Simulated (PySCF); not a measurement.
# What a mistake does to a calculation on ClH5NSi2 cation

These are calculations, not measurements. They come from PySCF 2.14.0, an open-source quantum chemistry program, on an isolated molecule that a program drew, which may never have been made. The molecule is ClH5NSi2 cation (charge +1, singlet), drawn as the SMILES string `[SiH3]N[SiH+]Cl`.

Each row is a Hartree-Fock (HF) and frozen-core CCSD(T) single point in the cc-pV(D+d)Z basis, meant for a local HF minimum. Run 1 is clean. Each other run has one planted mistake out of seven kinds, and not every kind appears here: one electron removed, one electron added, multiplicity raised by two, geometry at a saddle point, minimal basis STO-3G, one bond length entered in bohr, all coordinates scaled. The reference is restricted for singlets and unrestricted otherwise, and also for a bond in bohr. Adding or removing an electron swaps singlet and doublet. Electrons count all cores. HOMO and LUMO are orbital energies over both spins, the gradient is its largest component, and the lowest frequency (negative if imaginary) is given only where the gradient is small. Bond lengths are over the 8 bonds as drawn. T1 is the CCSD diagnostic: over 0.02 (restricted) or 0.045 (unrestricted) a single reference is doubtful.

Geometry of the clean run:
```xyz
9
ClH5NSi2 cation, angstrom
Si    1.8609   -0.4714    1.7435
N     0.4707   -1.3389    0.9292
Si   -1.0614   -1.5471    1.4307
Cl   -2.3682   -2.5366    0.3426
H     1.2686    0.0166    2.9975
H     2.9103   -1.4739    1.9521
H     2.2642    0.6083    0.8371
H     0.7080   -1.7454    0.0330
H    -1.4993   -1.0017    2.7031
```

| run | electrons | basis functions | <S^2> | HOMO (eV) | LUMO (eV) | gradient (hartree/bohr) | lowest frequency (cm^-1) | mean bond (Å) | longest bond (Å) | T1 | HF (hartree) | CCSD(T) (hartree) | mistake |
|---|---|---|---|---|---|---|---|---|---|---|---|---|---|
| 1 | 56 | 108 | 0.000 | -16.90 | -3.81 | 3.4e-05 | 98 | 1.5362 | 1.967 | 0.0141 | -1094.57269 | -1095.12575 | no fault |
| 2 | 56 | 108 | 2.035 | -11.78 | -7.08 | 1.5e-01 | - | 1.5362 | 1.967 | 0.0272 | -1094.41024 | -1094.93451 | multiplicity raised by two |
| 3 | 57 | 108 | 0.770 | -5.46 | 2.95 | 8.4e-02 | - | 1.5362 | 1.967 | 0.0127 | -1094.74262 | -1095.30405 | one electron added |
| 4 | 56 | 108 | 0.835 | -13.84 | -3.93 | 7.9e-03 | - | 1.6993 | 2.771 | 0.0431 | -1094.45611 | -1094.99889 | one bond length entered in bohr |
| 5 | 56 | 37 | 0.000 | -15.32 | -1.21 | 3.4e-02 | - | 1.5362 | 1.967 | 0.0221 | -1082.33433 | -1082.52795 | ? |

**Which mistake was planted in run 5, and what did it cost?**

It has 37 basis functions where the clean run has 108, with the same electrons and geometry. So the mistake is: minimal basis STO-3G. Subtracting run 1 and multiplying by 627.51 kcal/mol a hartree, the energy moved by 7679.7 kcal/mol in HF and 7905.2 kcal/mol in CCSD(T).

Cautions from the logs. Run 5: T1 is over the limit, so its CCSD(T) energy is less reliable.
